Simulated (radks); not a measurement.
Q: The mean radii <r> (bohr) of the occupied orbitals of an atom or ion are listed with their occupations. All-electron calculation, scalar-relativistic Kohn-Sham, PBE, spin-unpolarised, spherical densities, finite nucleus; Fermi nuclear charge, rms radius of each element as measured or else 0.836 A^(1/3) + 0.57 fm. Program: a radial shooting solver on a logarithmic mesh with Libxc functionals.

| orbital | occ. | <r> |
|---|---|---|
| 1s | 2 | 0.06959 |
| 2s | 2 | 0.3245 |
| 2p | 6 | 0.2894 |
| 3s | 2 | 0.9545 |
| 3p | 5 | 0.9950 |

Name the element and its charge.

A: Z = 22, titanium, charge +5: Ti5+ in [Ne] 3s2 3p5. The 1s radius gives Z: for a bare nucleus <r> = (2 gamma + 1)/(2Z) with gamma = sqrt(1 - (Z/c)^2), 0.06759 bohr for Z = 22, and screening makes it slightly larger (0.06959 here). The occupations add up to 17, and the charge is Z minus that.
